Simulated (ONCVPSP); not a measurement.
# Logarithmic derivatives: helium, ONCV

* Element: helium
* Generator: ONCVPSP 4.0.1
* Type: optimised norm-conserving Vanderbilt (ONCV)
* Functional: PBEsol
* Relativity: scalar-relativistic
* Frozen core: none
* Valence charge: 2
* Reference configuration: 1s2
* Partial waves: 1s: rc 0.70 bohr, ncon 4, nbas 8, qcut 7.2 1/bohr, 1 projector
* Local potential: polynomial inside 0.55 bohr (lpopt 5, dvloc0 0 Ha)
* Core correction: none

The phase is arctan(r·R′/R) of the radial function R(r), unwrapped; energies in Ha, scanned from -2 to 5 Ha. A pole is an energy at which the radial function vanishes at the test radius. The pseudo phase is shifted by a multiple of π to meet the all-electron one at the reference energy, and phase errors are pseudo minus all-electron; the curves can meet again beyond the range given. Levels narrower than the energy grid can be missing from the lists of poles.

Task: For each channel, where are the poles, and over which energies does the pseudopotential scatter like the atom?

Result:

```csv
channel,radius (bohr),reference energy (Ha),"poles, all-electron","poles, pseudo",unbroken range about the reference energy with phases within 0.05 rad,phase error 1 Ha above the reference energy (rad)
s,0.71,-0.57,4.20,4.34,the whole range,+0.001
```

Phases in the s channel:

```csv
E (Ha),all-electron,pseudo
-1.98,-0.364,-0.362
-1.62,-0.513,-0.512
-1.26,-0.652,-0.652
-0.90,-0.778,-0.778
-0.54,-0.890,-0.890
-0.18,-0.987,-0.987
0.18,-1.072,-1.072
0.54,-1.146,-1.145
0.90,-1.211,-1.209
1.26,-1.268,-1.266
1.62,-1.318,-1.315
1.98,-1.363,-1.360
2.34,-1.404,-1.400
2.70,-1.441,-1.436
3.06,-1.476,-1.470
3.42,-1.508,-1.500
3.78,-1.538,-1.529
4.14,-1.566,-1.556
4.50,-1.593,-1.582
4.86,-1.620,-1.607
```
